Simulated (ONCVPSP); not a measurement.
An all-electron radial function and its pseudo partner (calcium (Ca))

Columns: radius, all-electron u(r) and pseudo u(r) of the 3p shell (level -28.36 eV) of calcium in the configuration [Ne] 3s2 3p6 4s1.75 4p0.25; PBE, scalar-relativistic, ONCV scheme, ONCVPSP 4.0.1.

```csv
r (bohr),all-electron,pseudo
0.123,-0.3876,0.0365
0.245,-0.4398,0.1385
0.368,-0.1543,0.2898
0.490,0.2092,0.4630
0.613,0.5257,0.6341
0.735,0.7503,0.7768
0.858,0.8862,0.8781
0.980,0.9455,0.9305
1.103,0.9489,0.9377
1.225,0.9141,0.9083
1.348,0.8554,0.8532
1.470,0.7843,0.7837
1.593,0.7075,0.7074
1.715,0.6312,0.6312
1.838,0.5574,0.5574
1.960,0.4892,0.4891
2.083,0.4263,0.4263
2.205,0.3702,0.3702
2.328,0.3199,0.3198
2.450,0.2758,0.2758
2.573,0.2369,0.2369
2.695,0.2034,0.2034
2.818,0.1741,0.1741
2.940,0.1491,0.1491
3.063,0.1274,0.1274
3.185,0.1089,0.1088
```

Q: How many radial nodes do the two functions have?

A: The all-electron 3p function has n − l − 1 = 1; the pseudo-wave has 0, since the states of the same l below it are removed with the core.

Q: At about which radius was the pseudo-wave matched?

A: 1.75 bohr. The columns agree to 0.0005 from 1.59 bohr on; several derivatives are matched, so the curves merge somewhat inside the radius.

Q: Is the pseudo-wave norm-conserving?

A: Yes: the ONCV scheme keeps the norm inside the radius equal to the all-electron one, which fixes the energy derivative of the logarithmic derivative at the level.
